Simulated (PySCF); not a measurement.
## SiBi at UHF-CCSD

Level: UHF-CCSD. basis Si def2-SVP, Bi def2-SVP with ECP60; scalar-relativistic core potentials; PySCF 2.14.

```
state                          : ²Π (doublet), unpaired electrons π ↑
bond length                    : 0.2487 nm
harmonic wavenumber            : 372 cm⁻¹
force constant                 : 2.02 mdyn/Å
rotational constant Be         : 0.1105 cm⁻¹
anharmonicity ωexe             : 1.38 cm⁻¹
vibration–rotation constant αe : 0.000448 cm⁻¹
well depth De to Si + Bi       : 164 kJ/mol
dissociation energy D0         : 162 kJ/mol
```

Correlated steps freeze 9 core orbitals. Correlated levels converge slowly with the basis: in double zeta they bind strong bonds too weakly, by up to about 1 eV, and carry superposition errors of some tenths. These are scalar-relativistic numbers at best; spin–orbit coupling would shift them, the dissociation energy most. The state was picked by a PBE0 search and need not be the measured ground state.
